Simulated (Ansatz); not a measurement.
Two structures of Si$_{4}$H$_{12}$ClOF, closed shell, reached by relaxing down either side of one saddle point (PBE0-D4/def2-TZVP). Energies are electronic, without zero-point energy. Computed with Ansatz 0.2.0 (basis: def2-TZVPP and def2-QZVPP); correlated methods freeze the cores. Extrapolation: Hartree–Fock as exp(−7.88 √X), correlation as X^−2.97. First:

Si1  (-0.926, -0.190, -1.008)
Si2  (0.922, 1.222, -1.381)
Si3  (-1.913, 0.159, 1.101)
Si4  (-0.396, -2.436, -1.471)
F5  (-2.036, 0.278, -2.100)
H6  (1.571, -0.027, 1.744)
Cl7  (1.217, -1.254, 1.379)
H8  (1.243, 1.880, 2.758)
O9  (1.891, 1.558, 2.125)
H10  (2.221, 0.531, -1.179)
H11  (0.870, 1.779, -2.759)
H12  (0.899, 2.393, -0.445)
H13  (-3.225, 0.831, 0.887)
H14  (-2.135, -1.108, 1.842)
H15  (-1.080, 1.065, 1.941)
H16  (-0.693, -3.305, -0.303)
H17  (1.039, -2.578, -1.830)
H18  (-1.226, -2.878, -2.625)
H19  (1.755, 2.079, 1.323)
(Å)

Second:

Si1  (-0.977, -0.495, 0.780)
Si2  (2.427, 1.111, -1.718)
Si3  (-2.946, -1.085, 1.910)
Si4  (-0.683, -1.452, -1.343)
F5  (-0.917, 1.114, 0.688)
H6  (0.881, 2.267, 0.955)
Cl7  (0.612, -1.055, 1.976)
H8  (2.877, 0.148, -0.683)
O9  (1.840, 2.307, 1.010)
H10  (3.182, 2.382, -1.647)
H11  (2.664, 0.485, -3.050)
H12  (0.965, 1.349, -1.600)
H13  (-4.126, -0.692, 1.097)
H14  (-2.942, -2.560, 2.095)
H15  (-2.989, -0.405, 3.230)
H16  (-1.258, -2.822, -1.266)
H17  (0.753, -1.536, -1.702)
H18  (-1.435, -0.662, -2.352)
H19  (2.074, 1.603, 1.620)
(Å)

(1) Which bonds change from the first to the second?

(2) Give the saddle point's structure and its height above each. (To be estimated.)

The T1 diagnostic stays at or below 0.014.

Answers

(1) Si₄H₉F ([F][Si]([SiH3])([SiH3])[SiH3]) + HCl + H₂O → Si₃H₆ClF ([F][Si]([SiH3])([SiH3])[Cl]) + SiH₄ + H₂O; bonds formed: Si1–Cl7, Si2–H8, H6–O9; bonds broken: Si1–Si2, H6–Cl7, H8–O9.

(2) Computed: 37.15 kcal/mol above the first and 58.34 kcal/mol above the second (CCSD(T) at an estimated basis limit (MP2 extrapolated from triple and quadruple zeta, plus CCSD(T) − MP2 in triple zeta)).
Si1  (-0.668, -0.094, -0.305)
Si2  (1.258, 1.159, -1.304)
Si3  (-1.971, -0.066, 1.638)
Si4  (-0.294, -2.076, -1.487)
F5  (-1.535, 0.870, -1.331)
H6  (1.224, 0.558, 1.864)
Cl7  (0.969, -1.274, 1.332)
H8  (0.649, 1.174, 0.428)
O9  (1.112, 1.534, 1.609)
H10  (2.619, 0.739, -0.892)
H11  (0.917, 0.625, -2.643)
H12  (1.157, 2.642, -1.306)
H13  (-3.257, 0.632, 1.361)
H14  (-2.243, -1.482, 1.989)
H15  (-1.283, 0.618, 2.759)
H16  (-0.747, -3.226, -0.666)
H17  (1.153, -2.203, -1.798)
H18  (-1.055, -2.045, -2.768)
H19  (1.995, 1.916, 1.522)
(Å)

Labels in which every atom is bracketed show which atoms are joined, not bond orders.

For scale, one of the runs: CCSD(T)/def2-TZVPP, 440 basis functions, launched by `ansatz run in.yaml --threads 4 --pin off --events-out ev --progress --plain --max-ram 66560MiB --backend cuda --devices 0, --max-vram 37GiB`. The run took 46 s on 4 CPU threads of an AMD EPYC 7R13 and a share of one NVIDIA H100 (shared host), with 1.8 GiB of host memory at its peak.
